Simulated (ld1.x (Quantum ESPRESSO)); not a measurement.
## Cutoff test, I (Z = 53), TM semilocal

* Element: iodine (I)
* Generator: ld1.x (Quantum ESPRESSO) 7.5
* Type: norm-conserving Troullier–Martins (semilocal form)
* Functional: PBE
* Relativity: scalar-relativistic
* Frozen core: [Kr]
* Valence charge: 17
* Reference configuration: 4d10 5s2 5p4 (charge +1)
* Partial waves: 5s (bound): rc 1.62 bohr; 5p (bound): rc 2.15 bohr; 4d (bound): rc 0.90 bohr
* Local potential: the d channel
* Core correction: none

The pseudo-atom Hamiltonian at the reference potential is diagonalised in spherical Bessel functions j_l(qr) that vanish at 20 bohr, with q² up to the cutoff. All-electron valence levels (Ry): 5s -1.9293, 5p -1.1281, 4d -4.3963.

Problem. How do the lowest levels (Ry) of each channel move with the cutoff, and are there ghosts?

Solution.

```tsv
cutoff (Ry)	s #1	p #1	d #1	Σ f·Δε (mRy)
8	-1.8475	-1.0988	-0.7561	36684.0
21	-1.9146	-1.1272	-2.1199	22797.7
40	-1.9282	-1.1280	-3.5797	8169.0
70	-1.9292	-1.1281	-4.2926	1037.7
110	-1.9293	-1.1281	-4.3921	43.0
200	-1.9293	-1.1281	-4.3963	0.6
400	-1.9293	-1.1281	-4.3964	0.0
```

Result: no extra level below or beside the all-electron valence levels (s, p, d tested); the semilocal form is local in each channel, so this says nothing of the separable form that plane-wave codes build from it; 10 mRy is reached at 140 Ry and 1 mRy at 160 Ry.

Its largest configuration-test error is -389 meV.
